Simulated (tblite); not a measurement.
Species: C6H13PS.
Cartesian coordinates in Å at the GFN2-xTB level; atoms count from 1:
```
atom  x, y, z in Å
C1     3.502   -0.921   -0.326
S2     2.350   -0.962    1.071
C3     1.575    0.668    0.844
P4     0.636    0.778   -0.767
C5    -0.825   -0.246   -0.266
C6    -1.680    0.206    0.935
C7    -2.940   -0.010    0.086
C8    -2.069   -0.154   -1.169
H9     2.939   -0.754   -1.241
H10    3.998   -1.886   -0.358
H11    4.230   -0.129   -0.174
H12    0.908    0.804    1.696
H13    2.360    1.427    0.866
H14    0.060    2.015   -0.439
H15   -0.472   -1.276   -0.157
H16   -1.596   -0.402    1.834
H17   -1.527    1.253    1.199
H18   -3.464   -0.928    0.341
H19   -3.652    0.813    0.076
H20   -2.073    0.741   -1.790
H21   -2.269   -1.020   -1.798
```

Method: GFN2-xTB as coded in tblite; computed harmonic values from a numerical Hessian at the method's own geometry, unscaled. This tight-binding method is rough: wavenumbers can miss measured ones by several per cent, in bad cases by 10 to 20. Modes of hydrogen on phosphorus can be 10 to 20 % off. One conformer, not necessarily the lowest.

Harmonic wavenumbers (cm⁻¹): 27.7, 55.7, 69.7, 92.7, 138.9, 155.7, 198.9, 279.9, 321.6, 332.9, 560.6, 635.5, 713.7, 738.1, 754.3, 781.7, 815.3, 832.7, 839.7, 870.9, 947.2, 948.7, 985.2, 994.0, 1037.6, 1058.3, 1066.4, 1074.2, 1106.4, 1150.3, 1183.3, 1190.2, 1214.5, 1227.9, 1248.4, 1259.0, 1269.5, 1314.8, 1389.9, 1439.9, 1446.1, 1470.1, 1473.9, 1492.3, 2236.0, 2927.9, 2946.0, 2975.3, 2976.7, 2986.9, 3001.8, 3004.8, 3009.9, 3012.1, 3020.5, 3021.9, 3065.4.

A = 3005, B = 715.0, C = 669.7 MHz; mass 148.048 u (most abundant isotopes); point group C1, symmetry number 1.

**Question.** Zero-point energy?

**Answer.** ½Σν̃ = 38195 cm⁻¹ = 456.91 kJ/mol.

**Question.** Entropy at 400 K, 1 bar (ideal gas, RRHO, classical rotation)?

**Answer.** Translation 177.29, rotation 128.31, vibration 187.02: S = 492.6 J/(mol K).

**Question.** And Cp and H(400 K) − H(0)?

**Answer.** Cp = 212.59 J/(mol K), of which vibrations give 179.33 (their classical limit is 57 R = 473.9); H(400 K) − H(0) = 49.59 kJ/mol without the zero-point energy, 36.28 from vibrations.

**Question.** How do the functions run with temperature in this model?

**Answer.** 
```
 T (K)  S (J/(mol K))  Cp (J/(mol K))  H − H(0) (kJ/mol)  G − H(0) (kJ/mol)  ln q(vib)
    50          259.7            64.3               2.38             -10.61       1.07
   100          311.6            86.4               6.19             -24.97       2.82
298.15          437.5           164.3              30.36            -100.08       8.79
373.15          478.3           200.3              44.04            -134.43      10.85
   500          544.6           253.8              72.97            -199.35      14.30
   750          662.7           328.0             146.42            -350.63      20.96
  1000          764.2           376.3             234.86            -529.32      27.24
```

q(vib) and H(0) count from the zero-point level.

**Question.** Blend soft modes into free rotors: weight 1/[1 + (100 cm⁻¹/ν̃)⁴] for the oscillator and the rest for a rotor with moment μB/(μ + B), μ = h/(8π²ν), B = 10⁻⁴⁴ kg m². What vibrational entropy results?

**Answer.** 165.22 J/(mol K) in place of 187.02, which changes −T·S at 400 K by +8.72 kJ/mol.

**Question.** What must be added to the electronic energy to get the Gibbs energy at 400 K and 1 bar?

**Answer.** ZPE + [H(400 K) − H(0)] − T·S = 456.91 + 49.59 − 197.05 = 309.45 kJ/mol.

Hindered rotation and anharmonicity are outside this model. Other conformers, if any are populated, would add a mixing term that is left out. The structure is chiral; the term R ln 2 for an equal mix with its mirror image is left out.

Time: 0.76 s. Hardware: an Arm Neoverse V2 with one thread, no GPU (shared host). This covers the Hessian and the dipole derivatives.
